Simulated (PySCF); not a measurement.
**OI₂: from structure and modes to constants**

Computed with PySCF, PBE0, basis O def2-TZVP, I def2-TZVP with ECP28 (scalar-relativistic core potentials, no spin–orbit coupling, density fitting).

The singlet minimum has C2v symmetry. Masses (u): O 15.99492, I 126.90447.

```xyz
3
charge 0 multiplicity 1, angstrom
O     0.0000    0.0000   -0.9570
I     1.7018    0.0000    0.0606
I    -1.7018    0.0000    0.0606
```

Harmonic wavenumbers (cm⁻¹): 128.4 (a1, ×1), 473.5 (a1, ×1), 652.7 (b2, ×1).

Question: Find the principal moments of inertia and the rotational constants. What kind of rotor is it?

Answer: About the centre of mass I = 15.581, 735.02, 750.6 u Å². With B = 16.8576/I this gives 1.082, 0.02293, 0.02246 cm⁻¹. The molecule is an asymmetric top with κ = -1.00.

Question: What is the harmonic zero-point energy?

Answer: Half the sum of all 3 wavenumbers, 1254/2 = 627 cm⁻¹, which is 7.5 kJ/mol (1 cm⁻¹ = 0.0119627 kJ/mol).

Question: Find the vibrational entropy and heat capacity at 298.15 K.

Answer: With u = 1.43878 ω/T, each mode gives S = R[u/(eᵘ−1) − ln(1−e⁻ᵘ)] and C = R u² eᵘ/(eᵘ−1)².
```
ω (cm⁻¹)      u  S (J/(mol K))  C (J/(mol K))
   128.4  0.619          12.43           8.05
   473.5  2.285           3.05           5.48
   652.7  3.150           1.54           3.86
```
The sums over all modes are S = 17.0 and C = 17.4 J/(mol K); the softest mode gives 73 % of the entropy.

Question: Give the standard entropy (298.15 K, 1 bar) by its translational, rotational, vibrational and spin parts, and Cp.

Answer: Sackur–Tetrode with M = 269.80 u gives 178.7; rotation with symmetry number 2 gives 109.1; vibration 17.0; spin R ln 1 = 0.0. The total is 304.8 J/(mol K), and Cp = 4 R + 17.4 = 50.6 J/(mol K).
